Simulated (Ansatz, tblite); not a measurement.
Adding an electron: Ba₆O₆⁺ (the lowest doublet isomer of a short search). Total charge 1; doublet. Geometry: PBE-D4/def2-SVP. Ansatz, gas phase; energy differences of separate SCF runs; the reduced species is a singlet (the triplet lies 0.19 eV higher at PBE0-D4/def2-TZVP).

```tsv
atom	x (Å)	y (Å)	z (Å)
Ba1	0.3220	0.2132	2.5085
Ba2	-1.6525	-2.7257	0.2265
Ba3	-0.3946	-0.4247	-2.5272
Ba4	2.0594	2.1174	-0.1353
Ba5	-1.6721	2.2144	-0.0536
Ba6	2.3825	-2.2952	0.0491
O7	0.2702	-2.3155	-1.1020
O8	-1.6414	-0.2671	0.8517
O9	-2.1608	-0.3578	-0.5478
O10	0.1471	1.6596	-1.5967
O11	0.2179	2.3114	1.4259
O12	2.1223	-0.1301	0.9009
```

In the def2 sets Ba takes a core potential; there is no spin–orbit coupling. The xTB rows come from tblite. The structure holds one bond between oxygen atoms, so isomers without such links may lie far lower. The structure comes from a short search, and lower isomers may exist.

(1) Estimate orbital energies and vertical electron affinities at: GFN1-xTB; PBE-D4/def2-TZVP; PBE0-D4/def2-TZVP.

Answers

(1) 
```json
{"level": "GFN1-xTB", "−HOMO (eV)": "–", "−LUMO (eV)": "–", "vertical EA (eV)": "11.65", "HOMO–LUMO gap (eV)": "–", "remarks": "–"}
{"level": "PBE-D4/def2-TZVP", "−HOMO (eV)": "4.86", "−LUMO (eV)": "4.33", "vertical EA (eV)": "3.10", "HOMO–LUMO gap (eV)": "0.53", "remarks": "restricted singlet, untested (singlet)"}
{"level": "PBE0-D4/def2-TZVP", "−HOMO (eV)": "5.20", "−LUMO (eV)": "3.65", "vertical EA (eV)": "2.85", "HOMO–LUMO gap (eV)": "1.55", "remarks": "restricted singlet, untested (singlet)"}
```

Run but left out: B2PLYP/def2-TZVP (neutral singlet: restricted singlet, unstable towards broken spin symmetry).  HOMO and LUMO are the levels of the spin that leaves or enters (xTB has no such levels and no spin-polarisation term). Other spin states of the ions may lie lower, which would lower the ionisation energy or raise the affinity. Raw xTB energy differences between charge states are shifted by several eV; the methods need an empirical correction for them.
